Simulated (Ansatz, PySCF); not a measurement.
System: sum formula SnOH, charge 0, multiplicity 2. It need not be the lowest isomer of its formula. 
Geometry from a B3LYP-D3(BJ)/def2-TZVP (Ansatz, a first-principles code) optimisation:
```
O
H 1 0.9636
Sn 1 2.0009 2 115.67
```
Charge 0, spin multiplicity 2.

Total electronic energies in hartree. Valence correlation only, unless marked. Open shells are spin-unrestricted. No spin-orbit coupling. The frozen core is the preceding noble-gas configuration, with the filled d and f shells of earlier blocks. In def2 rows, elements after Kr have scalar-relativistic effective core potentials. Basis-set limits of correlation are two-point, X^-3; Hartree-Fock from the larger set.

| level | program | energy (Eh) |
|---|---|---|
| RI-HF/def2-TZVPPD | Ansatz | -288.84409 |
| BP86-D3(BJ)/def2-TZVPD | PySCF + dftd3 | … |
| BHLYP-D4/def2-TZVPD | Ansatz + dftd4 | … |
| r2SCAN0-D4/def2-TZVPD | Ansatz + dftd4 | -290.16282 |
| PW6B95-D4/def2-TZVPD | PySCF + dftd4 | -290.37589 |
| HSE06/def2-TZVPD | Ansatz | … |
| RPA@PBE/def2-QZVPP | Ansatz | -289.37160 |
| SCS-MP2/def2-QZVPPD | Ansatz | -289.18548 |
| CCSD(T)/CBS(def2-TZVPPD,def2-QZVPPD) | Ansatz | -289.2236 |

**Question.** Fill in the missing entries.

**Answer.** 
- BP86-D3(BJ)/def2-TZVPD, energy (Eh): -290.28898
- BHLYP-D4/def2-TZVPD, energy (Eh): -290.05721
- HSE06/def2-TZVPD, energy (Eh): -290.08192
